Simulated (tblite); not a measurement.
`N#CCS[Si@H]([SiH3])C[SiH3]`. The geometry is computed with GFN2-xTB (gas phase).

```
atom  x, y, z in Å
N1    -2.9800   -1.2813    1.8207
C2    -2.5687   -1.4210    0.7622
C3    -2.0267   -1.5451   -0.5548
S4    -1.6059    0.1035   -1.2557
Si5   -0.3887    1.0087    0.3152
Si6    0.7015    2.7970   -0.6631
C7     0.7725   -0.3351    1.0123
Si8    2.0000   -1.1352   -0.2070
H9    -1.1242   -2.1590   -0.5452
H10   -2.7663   -1.9744   -1.2319
H11   -1.3714    1.3282    1.3597
H12    1.7475    3.2523    0.2561
H13   -0.1914    3.9302   -0.9046
H14    1.3457    2.4671   -1.9352
H15    0.1769   -1.1160    1.4895
H16    1.3474    0.1255    1.8166
H17    2.8993   -0.1014   -0.7184
H18    1.2749   -1.7553   -1.3204
H19    2.7478   -2.1795    0.4967
```

Question: Work out the bond lengths C2–C3, C3–H9, Si5–C7, Si5–H11, Si6–H13, Si6–H14, C7–H15 in Å.

Answer: For C2–C3 the difference vector is (0.5420, -0.1241, -1.3170) Å, of length 1.4296 Å. C2–C3 1.430; C3–H9 1.092; Si5–C7 1.908; Si5–H11 1.469; Si6–H13 1.463; Si6–H14 1.464; C7–H15 1.092 Å.

Question: Where is the centre of mass (commonest isotopes), and what is the radius of gyration?

Answer: Mass 176.992 u; centre at (-0.385, 0.126, -0.095) Å; Rg = √(Σ m r²/M) = 2.427 Å. As Ia + Ib + Ic = 2 Σ m r², the three principal moments sum to 2085.1 u·Å².

Question: How far apart are these pairs, which share no bond: N1···Si5, C2···H18, C3···H17, S4···H19, Si8···H16, H9···H10, H16···H18?

Answer: N1···Si5 3.772 Å (4 bonds apart); C2···H18 4.384 Å (6 bonds apart); C3···H17 5.136 Å (5 bonds apart); S4···H19 5.219 Å (4 bonds apart); Si8···H16 2.472 Å (2 bonds apart); H9···H10 1.789 Å (2 bonds apart); H16···H18 3.658 Å (3 bonds apart).

Question: Give the dihedral angles H15–C7–Si8–H18, H10–C3–S4–Si5, C3–S4–Si5–H11, C7–Si5–Si6–H13.

Answer: H15–C7–Si8–H18 66° (synclinal); H10–C3–S4–Si5 171° (antiperiplanar); C3–S4–Si5–H11 -73° (synclinal); C7–Si5–Si6–H13 -167° (antiperiplanar). Dihedral signs follow IUPAC: positive where, seen along the central bond, the front bond turns clockwise onto the rear one.

Question: What is the repulsion energy of the bare nuclei, Σ ZA·ZB/RAB?

Answer: 677.97 Eh over 171 pairs, with full nuclear charges and distances in bohr; the largest single term is 54.28 Eh (S4 with Si5).

Question: What are the angles C2–C3–H9, Si6–Si5–H11, Si6–Si5–C7, Si5–C7–H15, H15–C7–H16, H18–Si8–H19, H17–Si8–H18, C7–Si8–H19?

Answer: From the scalar product of the two bond vectors; for C2–C3–H9 it is -0.5527 Å² over 1.4296 × 1.0915 Å², cos θ = -0.3542. C2–C3–H9 110.7°; Si6–Si5–H11 116.6°; Si6–Si5–C7 114.4°; Si5–C7–H15 109.4°; H15–C7–H16 105.5°; H18–Si8–H19 108.4°; H17–Si8–H18 109.7°; C7–Si8–H19 108.7°.

Question: How far are the heavy atoms from their best plane (unweighted least squares)?

Answer: 0.836 Å rms; N1 1.13, C2 0.10, C3 1.16, S4 1.23, Si5 0.59, Si6 0.32, C7 0.81, Si8 0.57 Å (magnitudes).

Question: Write the matrix of distances between heavy atoms (Å, lower triangle).

Answer: 
```
N1    0.000
C2    1.144  0.000
C3    2.573  1.430  0.000
S4    3.643  2.706  1.840  0.000
Si5   3.772  3.295  3.156  2.184  0.000
Si6   6.030  5.524  5.129  3.596  2.312  0.000
C7    3.953  3.522  3.429  3.316  1.908  3.553  0.000
Si8   5.379  4.679  4.062  3.954  3.252  4.166  1.906  0.000
```

Its GFN2-xTB frequencies are all real (lowest 31 cm⁻¹). The numbers are those of one conformer.

Hardware: one thread, Arm Neoverse N1 (aarch64) (shared host). Cost: 6.0 s of wall time. That covers the optimisation of the geometry.
